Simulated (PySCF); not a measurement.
## Electronic structure of In+ (indium, charge +1) at the PBE level

Configuration: [Kr] 4d9 5s2 5p1, one real determinant (an excited configuration). All numbers are calculated (PySCF 2.14, the non-relativistic Hamiltonian (point nucleus), in dyall-av2z).

```
Total energy                                                  : -5741.14 hartree
One-electron energy                                           : -7894.88 hartree
Hartree (Coulomb) energy                                      : 2308.87 hartree
Exchange-correlation energy                                   : -155.13 hartree
Kinetic energy                                                : 5738.86137 hartree
⟨S²⟩                                                          : 2.0023
⟨L²⟩                                                          : 8.007
Sum of ⟨r⟩                                                    : 32.42 bohr
Sum of ⟨r²⟩                                                   : 47.29 bohr²
Traceless quadrupole moment −½Σ⟨3z² − r²⟩ along its main axis : -3.54 e·bohr²
Density at the nucleus (Gaussians lack the cusp)              : 82400 bohr⁻³
Spin density at the nucleus                                   : -0.315 bohr⁻³
Langevin diamagnetic susceptibility                           : -37.5 ×10⁻⁶ cm³/mol
```

```csv
shell,electrons,mean orbital energy (hartree),spread (hartree),"rms radius, mean of both spins (bohr)"
1s α,1,-985.34178,0,0.0359
1s β,1,-985.34099,0,0.0359
2s α,1,-144.78646,0,0.146
2s β,1,-144.77658,0,0.146
2p α,3,-135.25033,0.01673,0.126
2p β,3,-135.24264,0.00858,0.126
3s α,1,-27.82901,0,0.386
3s β,1,-27.82384,0,0.386
3p α,3,-23.92727,0.03124,0.380
3p β,3,-23.92130,0.02433,0.380
3d α,5,-16.70205,0.03669,0.353
3d β,5,-16.69315,0.01960,0.353
4s α,1,-4.62259,0,0.930
4s β,1,-4.58533,0,0.930
4p α,3,-3.34141,0.05592,0.991
4p β,3,-3.30453,0.01498,0.991
4d α,5,-1.23846,0.06347,1.23
4d β,4,-1.20491,0.01630,1.23
5s α,1,-0.62166,0,2.60
5s β,1,-0.58896,0,2.60
5p α,1,-0.39578,0,3.16
```

⟨L²⟩ = 8.01 against 12 for a pure F term, so this real determinant mixes terms. A non-relativistic calculation at this Z misses sizeable relativistic shifts.
